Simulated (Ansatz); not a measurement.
BrClFSi, SMILES `F[Si](Cl)Br` radical, relaxed with UKS PBE0-D4/def2-TZVP in Ansatz from a PBE-D4/def2-SVP geometry. The force threshold is 0.005 eV/Å; the program also tests the step.

Charge 0, multiplicity 2.

Start:

```xyz
4

F    -0.219   -1.581   -0.387
Si   -0.325    0.051   -0.408
Cl    1.572    0.794   -0.810
Br   -1.028    0.735    1.606
```

(1) By how much does the energy fall, and how many steps does the optimiser take? (An estimate is asked.)

(2) Which bonds change most? (Estimate.)

(3) Give the relaxed structure. (Best estimate.)

## Answers

(1) Ansatz gave: 1.26 kcal/mol, in 5 steps.

(2) The calculation gave: F1–Si2 from 1.635 to 1.590 Å; Si2–Cl3 from 2.077 to 2.040 Å; Si2–Br4 from 2.240 to 2.209 Å.

(3) The calculation gave: 
```xyz
4

F    -0.214   -1.541   -0.379
Si   -0.315    0.046   -0.401
Cl    1.547    0.776   -0.802
Br   -1.017    0.719    1.582
```
